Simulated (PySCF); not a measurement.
Gas-phase thermal properties of BrCl

Computed with PySCF (xtb for GFN2) and rigid-rotor harmonic-oscillator thermochemistry at 1 bar. 6-31G* has spherical d functions here. All species are closed-shell singlets. B3LYP is the form with VWN-RPA correlation. Br: all electrons, no relativistic terms. The harmonic model lacks anharmonicity and excited electronic states, which grow with temperature; levels with a mode under 35 cm⁻¹ are left out.

| level | point group | σ | ZPE (kJ/mol) | S°298 (J/mol/K) | Cp298 (J/mol/K) | S°1000 (J/mol/K) | H1000 − H298 (kJ/mol) |
|---|---|---|---|---|---|---|---|
| B3LYP/6-31G* | C∞v | 1 | 2.5 | 240.6 | 35.1 | 284.7 | 25.7 |
| GFN2-xTB | C∞v | 1 | 2.3 | 240.9 | 35.5 | 285.2 | 25.8 |
| HF/6-31G* | C∞v | 1 | 2.8 | 239.5 | 34.6 | 283.4 | 25.6 |
| PBE/def2-SVP | C∞v | 1 | 2.4 | 240.9 | 35.2 | 285.1 | 25.8 |
| PBE0/def2-TZVP | C∞v | 1 | 2.7 | 239.7 | 34.7 | 283.6 | 25.6 |
σ: rotational symmetry number. Electronic degeneracy used: 1. Frequencies are unscaled.
